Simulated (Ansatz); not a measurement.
Spectroscopic constants of NiH, multiplicity 4 (not the ground state: that is measured with 2S+1 = 2). No spin–orbit coupling. Ni is treated without relativity.

Constants: fifth-degree fit in 1/R to seven points, most abundant isotopes. Runs in def2 and cc sets follow the lowest solution found near the PBE0 minimum.

Codes used: Ansatz (Gaussian orbitals). 

| level | r_e (Å) | ω_e (cm⁻¹) | ω_e x_e (cm⁻¹) | B_e (cm⁻¹) | dipole (D) |
|---|---|---|---|---|---|
| PBE/def2-TZVPP | 1.598 | 1524 | 50 | 6.66 | 0.11 |
| PBE0/def2-TZVPP | 1.587 | 1665 | 37 | 6.76 | 0.49 |
| wB97X-V/def2-TZVPP | 1.579 | 1710 | 35 | 6.82 | 0.44 |
| CCSD/def2-TZVPP | 1.580 | 1693 | 32 | 6.82 | - |
| CCSD(T)/def2-TZVPP | 1.575 | 1692 | 33 | 6.86 | - |

Correlated levels freeze the inner cores; with def2 sets outer-core shells near the valence are correlated too.

Ansatz is a program for electronic structure.
